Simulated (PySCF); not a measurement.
**A survey of ²⁹Si NMR shifts**

- geometry from GFN2-xTB
- shielding tensors at PBE0/pcSseg-1 (GIAO)
- run in PySCF 2.14
- equivalent nuclei averaged, relativity neglected, in vacuum, one conformer

Shieldings were converted by a linear fit to measured shifts: ²⁹Si: δ = 279.94 − 0.822σ (rms 8.9 ppm, 72 shifts, 25.8 ppm with the 6 outliers that the fit left out vs TMS, solution or neat liquid). A few per cent of atoms miss by over 2 rms, more outside the fitted compound classes.

Task: Give the ²⁹Si shifts of `CCO[SiH2]/C=C/OC`, `CN[Si@@H](O[SiH3])[Si](O)(O)[SiH3]`.

Result: 
```csv
compound,environment,δ (ppm)
CCO[SiH2]/C=C/OC,"silicon bonded to C, O, 2 H",-28.3
[CH3:1][NH:2][Si@@H:3]([O:4][SiH3:5])[Si:6]([OH:7])([OH:8])[SiH3:9],"Si6: silicon bonded to 2 O, 2 Si",3.5
[CH3:1][NH:2][Si@@H:3]([O:4][SiH3:5])[Si:6]([OH:7])([OH:8])[SiH3:9],"Si3: silicon bonded to N, O, Si, H",-37.1
[CH3:1][NH:2][Si@@H:3]([O:4][SiH3:5])[Si:6]([OH:7])([OH:8])[SiH3:9],"Si5: silicon bonded to O, 3 H",-45.8
[CH3:1][NH:2][Si@@H:3]([O:4][SiH3:5])[Si:6]([OH:7])([OH:8])[SiH3:9],"Si9: silicon bonded to Si, 3 H",-109.5
```

Task: Match the shifts -16.1, -25.5, -34.1 ppm to `C=C(CO)O[SiH2]CC`, `CN(C)[C@@H]1CN[Si@H](O)C1`, `CC(C)C(=O)C[SiH2]O`.

Result: -16.1: CN(C)[C@@H]1CN[Si@H](O)C1 (silicon bonded to C, N, O, H, in a 5-membered ring); -25.5: C=C(CO)O[SiH2]CC (silicon bonded to C, O, 2 H); -34.1: CC(C)C(=O)C[SiH2]O (silicon bonded to C, O, 2 H).
